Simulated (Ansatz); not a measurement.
The cluster Mn₃⁺. Charge 1, multiplicity 11. Geometry PBE0-D4/def2-TZVP, that of the neutral multiplicity 12; atoms count from 1.

```xyz
3

Mn   -0.338    1.370   -0.345
Mn   -0.724   -0.683    1.058
Mn    1.063   -0.688   -0.714
```

The charge 1 multiplicity 11 is spin-contaminated (final ⟨S²⟩ up to 32.03, 30.00 for a pure state). At PBE0-D4/def2-TZVP a multiplicity 13 of charge 1 lies 1.45 eV below the multiplicity 11 at the same geometry. That multiplicity 13 is doubtful there (⟨S²⟩ 43.04, where a pure state has 42.00). The structure comes from a short search, and lower isomers may exist.

**Question.** Estimate the Mulliken populations from the PBE0/def2-TZVP orbitals of Ansatz.

**Answer.** 
```tsv
atom	charge (e)	spin (α − β)	d electrons
Mn1	0.34	4.97	5.36
Mn2	0.34	4.97	5.36
Mn3	0.32	0.05	5.85
```
Mulliken values and Mayer orders depend strongly on the basis.

**Question.** Where does the spin sit?

**Answer.** Summed by element: Mn 10.00, of 10 unpaired in all. Largest on single atoms: Mn2 4.97, Mn1 4.97, Mn3 0.05.

**Question.** And the Mayer bond orders between bonded heavy atoms (over 0.3)?

**Answer.** Mn1–Mn2 0.75 (2.52 Å); Mn1–Mn3 0.83 (2.52 Å); Mn2–Mn3 0.83 (2.52 Å).
